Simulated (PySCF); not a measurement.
Zr(Cl)(OH)3 (ClH3O3Zr), SMILES [OH][Zr]([OH])([OH])[Cl], multiplicity 1.

Geometry optimised at B3LYP-D3(BJ)/def2-SVP. The spin state was assumed, not searched. The structure was generated by enumeration; whether it is a known compound was not checked. The def2 effective core potentials stand for the cores of Zr; spin–orbit coupling is left out. Other conformers were not sampled.

Level of theory: PBE/def2-TZVP (PySCF).

Symmetry labels are those of the subgroup Cs that the program uses (full group C3v).

Computed valence orbital energies around the gap with their symmetry:
| orbital | symmetry | energy (eV) |
|---|---|---|
| HOMO−7 | A" | -8.50 |
| HOMO−6 | A' | -8.44 |
| HOMO−5 | A" | -7.84 |
| HOMO−4 | A' | -7.84 |
| HOMO−3 | A' | -7.75 |
| HOMO−2 | A" | -7.40 |
| HOMO−1 | A' | -7.10 |
| HOMO | A" | -7.10 |
| LUMO | A" | -1.12 |
| LUMO+1 | A' | -1.12 |
| LUMO+2 | A' | -0.88 |
| LUMO+3 | A' | -0.60 |
